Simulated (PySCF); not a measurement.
A GIAO shielding run with PySCF 2.14.0 with density-fitted response routines (density fitting, non-relativistic, gas phase) on `CCC[C@@H]1C[SiH2]O[SiH2]1`, C5H14OSi2:

```
$ OMP_NUM_THREADS=1 python probes_run.py task.json out

{"job": {"kind": "nmr", "xc": "PBE0", "basis": "pcSseg-1"}, "charge": 0, "multiplicity": 1}
C     -3.275792     0.270266     0.479435
C     -1.992051    -0.234121    -0.169096
C     -0.760934     0.082208     0.674429
C      0.527382    -0.409846     0.017212
C      1.752223    -0.200143     0.929108
Si     3.303729    -0.165431    -0.178454
O      2.588079     0.288633    -1.583131
Si     0.955544     0.385147    -1.671594
H     -4.139145     0.022688    -0.134000
H     -3.410900    -0.181292     1.460063
H     -3.240952     1.350490     0.602821
H     -2.059873    -1.314593    -0.315975
H     -1.874839     0.224302    -1.154164
H     -0.701374     1.163099     0.828406
H     -0.873971    -0.382724     1.659354
H      0.420956    -1.490103    -0.145174
H      1.652887     0.764741     1.433293
H      1.780474    -0.954596     1.716149
H      3.905691    -1.476271    -0.404876
H      4.262876     0.881087     0.152492
H      0.606524     1.800310    -1.765784
H      0.563055    -0.404465    -2.832145
```

Hardware: 1 thread of an Arm Neoverse N1, shared host. The job also computes population analyses, field gradients, ring-centre shieldings.

Problem. How large is the calculation?

Solution. 80 electrons, 220 basis functions and 1186 auxiliary functions.

Problem. How long does it take, and how much memory does it need?

Solution. 100 s of wall time, with 13 SCF cycles and 4 response iterations; peak memory 1.1 GiB. Times on a shared host scatter by some tens of per cent.
